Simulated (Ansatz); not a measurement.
Which is lower?

The two ends of one reaction step of SiH5O4F, closed shell (PBE0-D4/def2-TZVP).

A:

| atom | x (Å) | y (Å) | z (Å) |
| --- | --- | --- | --- |
| Si1 | -0.0675 | -0.4101 | -0.9464 |
| O2 | 0.6680 | 0.9802 | 2.0746 |
| O3 | -0.8636 | -1.8277 | -0.9585 |
| O4 | -1.0555 | 0.6619 | -0.1951 |
| O5 | 1.3567 | -0.3928 | -0.2049 |
| H6 | 1.0677 | 1.8352 | 2.2490 |
| F7 | 0.1793 | 0.0110 | -2.4567 |
| H8 | -0.1339 | 1.1582 | 1.5622 |
| H9 | -0.5088 | -2.5479 | -1.4806 |
| H10 | -1.9967 | 0.5484 | -0.3392 |
| H11 | 1.3542 | -0.0163 | 0.6955 |

B:

```xyz
11
angstrom
Si -0.4895 -0.2528 -0.1132
O 0.2078 1.2530 -0.1197
O -1.3987 -0.5744 -1.4219
O -1.4914 -0.2251 1.1663
O 0.7456 -1.2967 -0.0773
H 1.7657 1.1383 0.3937
F 2.5813 0.7541 0.6892
H -0.3481 1.9812 0.1655
H -0.9408 -0.9201 -2.1898
H -2.2016 -0.8678 1.1869
H 1.5696 -0.9896 0.3202
```

Program: Ansatz 0.2.0. Basis: def2-TZVPP. Cores are frozen in the correlated methods. B3LYP uses VWN-RPA correlation.

Problem. Which structure is lower at CCSD(T), and by how much? (Judge from chemistry; the value comes from the calculation.)

Solution. By the calculation: A, by 0.352 eV (electronic energy, against the other). By their contacts, A is a complex of SiH₃O₃F ([OH][Si]([OH])([OH])[F]) + H₂O and B is a complex of SiH₄O₄ ([OH][Si]([OH])([OH])[OH]) + HF.

All methods give the same order:

```json
{"method": "SPW92", "E(B) − E(A) (eV)": "0.260"}
{"method": "PBE-D4", "E(B) − E(A) (eV)": "0.322"}
{"method": "BLYP-D4", "E(B) − E(A) (eV)": "0.350"}
{"method": "r2SCAN-D4", "E(B) − E(A) (eV)": "0.351"}
{"method": "B97M-V", "E(B) − E(A) (eV)": "0.390"}
{"method": "PBE0-D4", "E(B) − E(A) (eV)": "0.327"}
{"method": "B3LYP-D4", "E(B) − E(A) (eV)": "0.353"}
{"method": "r2SCAN0-D4", "E(B) − E(A) (eV)": "0.346"}
{"method": "BHLYP-D4", "E(B) − E(A) (eV)": "0.366"}
{"method": "CAM-B3LYP-D4", "E(B) − E(A) (eV)": "0.349"}
{"method": "wB97X-V", "E(B) − E(A) (eV)": "0.350"}
{"method": "wB97M-V", "E(B) − E(A) (eV)": "0.350"}
{"method": "B2PLYP", "E(B) − E(A) (eV)": "0.362"}
{"method": "PBE-QIDH", "E(B) − E(A) (eV)": "0.336"}
{"method": "RPA on PBE", "E(B) − E(A) (eV)": "0.365"}
{"method": "HF", "E(B) − E(A) (eV)": "0.425"}
{"method": "MP2", "E(B) − E(A) (eV)": "0.339"}
{"method": "CCSD", "E(B) − E(A) (eV)": "0.363"}
{"method": "CCSD(T)", "E(B) − E(A) (eV)": "0.352"}
```

The T1 diagnostic stays at or below 0.011.

Labels in which every atom is bracketed show which atoms are joined, not bond orders.

For scale, one of the runs: CCSD(T)/def2-TZVPP, 267 basis functions, launched by `ansatz run in.yaml --threads 8 --pin off --events-out ev --progress --plain --max-ram 19148MiB`. The run took 2.9 min on 8 CPU threads of an Arm Neoverse V2 (shared host), with 7.5 GiB of host memory at its peak.
